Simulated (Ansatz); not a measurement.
Relaxation of C$_{2}$H$_{8}$AlNOSi (14 atoms, charge 0, multiplicity 1), to a largest force component of 0.015 eV/Å in at most 40 steps.

Level of theory: RKS PBE-D4/6-31G (Ansatz 0.2.0).

```xyz
14
Properties=species:S:1:pos:R:3:forces:R:3
C 0.173 -1.919 0.033 -1.13 1.41 -0.67
N 0.607 -0.586 0.526 1.96 -2.05 -0.24
C -0.438 0.370 0.368 -0.99 3.80 -3.83
Si -0.288 -0.059 2.055 0.11 -0.44 3.16
O 0.743 0.899 3.025 0.81 -0.48 1.28
Al 1.939 -0.214 3.876 0.12 0.32 0.07
H 0.252 -1.998 -1.079 0.26 -0.05 0.47
H -0.908 -1.969 0.280 -0.28 -0.87 -0.28
H 0.691 -2.676 0.559 0.86 -1.25 0.43
H -0.009 1.406 0.105 -1.16 -1.20 0.18
H -1.330 0.033 -0.178 -0.09 0.46 -0.33
H -0.842 -1.294 2.696 -0.29 -0.03 0.05
H 1.579 -0.859 5.346 -0.09 0.24 -0.28
H 3.332 -0.633 3.163 -0.10 0.16 0.00
```

Task: Where does it end, and by what steps?

Result: It converged. Limits of this set-up: no polarisation functions. After 19 steps the energy has fallen by 1.486 eV; O5 moved furthest, 1.23 Å. Parted: Si4–Al6.

```tsv
step	energy less start (eV)	largest force component (eV/Å)	accepted
0	0.0000	3.834	yes
1	-0.6725	1.855	yes
2	-0.9468	0.730	yes
3	-1.0996	0.627	yes
4	-1.2303	0.390	yes
5	-1.3265	0.446	yes
6	-1.3644	1.107	yes
7	-1.4321	0.778	yes
8	-1.4698	0.165	yes
9	-1.4648	0.202	no
10	-1.4816	0.090	yes
11	-1.4830	0.094	yes
12	-1.4839	0.078	yes
13	-1.4851	0.024	yes
14	-1.4855	0.046	yes
15	-1.4855	0.050	no
16	-1.4858	0.022	yes
17	-1.4862	0.033	yes
18	-1.4862	0.024	yes
19	-1.4863	0.009	yes
```

```xyz
14
Properties=species:S:1:pos:R:3
C -0.035 -2.086 -0.344
N 0.105 -1.031 0.638
C -0.328 0.402 0.461
Si -0.408 -0.396 2.201
O 0.718 -0.250 3.467
Al 2.286 -0.032 4.198
H 0.686 -1.949 -1.173
H -1.055 -2.135 -0.787
H 0.178 -3.058 0.133
H 0.459 1.118 0.184
H -1.277 0.574 -0.081
H -1.729 -0.799 2.809
H 2.339 -0.153 5.804
H 3.563 0.294 3.265
```

The run took 2.1 min on 1 thread of Arm Neoverse V1, on a shared host, peak memory 0.18 GiB.
